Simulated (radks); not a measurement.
Species: the promethium ion Pm3+. Configuration: [Xe] 4f4.

All-electron calculation, scalar-relativistic Kohn-Sham, PBE, spin-polarised, spherical densities, finite nucleus; open shells are filled with parallel spins first (spin-orbit coupling, left out, can overturn this in heavy ions); Fermi nuclear charge, rms radius 4.962 fm. Program: a radial shooting solver on a logarithmic mesh with Libxc functionals.

Energy parts (eV):
total: -272620.37
kinetic: 290750.06
electron-nucleus: -661103.24
Hartree: 103931.31
exchange-correlation: -6198.49

Orbitals (lengths in bohr, moments of r in powers of bohr; r(max) is where P^2 peaks):
orbital  occ.  eigenvalue (eV)      <r^2>   r(max)      <r>
1s up       1        -45047.95  0.0007317  0.01479  0.02318
1s down     1        -45047.95  0.0007318  0.01479  0.02318
2s up       1        -7350.188    0.01156  0.08380  0.09897
2s down     1        -7350.172    0.01156  0.08380  0.09897
2p up       3        -6567.545   0.009262  0.06762  0.08711
2p down     3        -6567.536   0.009262  0.06762  0.08711
3s up       1        -1628.129    0.07759   0.2386   0.2606
3s down     1        -1626.840    0.07750   0.2386   0.2605
3p up       3        -1382.334    0.07766   0.2338   0.2589
3p down     3        -1381.052    0.07756   0.2338   0.2587
3d up       5        -1045.174    0.06574   0.1919   0.2363
3d down     5        -1044.186    0.06561   0.1918   0.2361
4s up       1        -349.8859     0.3956   0.5518   0.5922
4s down     1        -346.5617     0.3954   0.5516   0.5920
4p up       3        -269.0876     0.4462   0.5757   0.6265
4p down     3        -265.7598     0.4461   0.5755   0.6264
4d up       5        -154.8798     0.5436   0.6016   0.6848
4d down     5        -151.5583     0.5446   0.6012   0.6852
4f up       4         -32.8316      1.102   0.6263   0.9280
4f down     0         -29.8671      1.183   0.6277   0.9551
5s up       1         -70.0412      2.196    1.271    1.400
5s down     1         -68.1854      2.243    1.280    1.414
5p up       3         -49.6287      2.901    1.427    1.604
5p down     3         -48.2326      2.980    1.441    1.626

The highest occupied level is 4f up at -32.832 eV. The spin density at the nucleus is 0.658 e/bohr^3 (1s 0.009, 2s -0.350, 3s -7.318, 4s 0.143, 5s 8.173). Summed over all electrons, <r^2> = 36.76 bohr^2, which gives a Langevin (diamagnetic) susceptibility term of -29.1 x 10^-6 cm^3/mol.
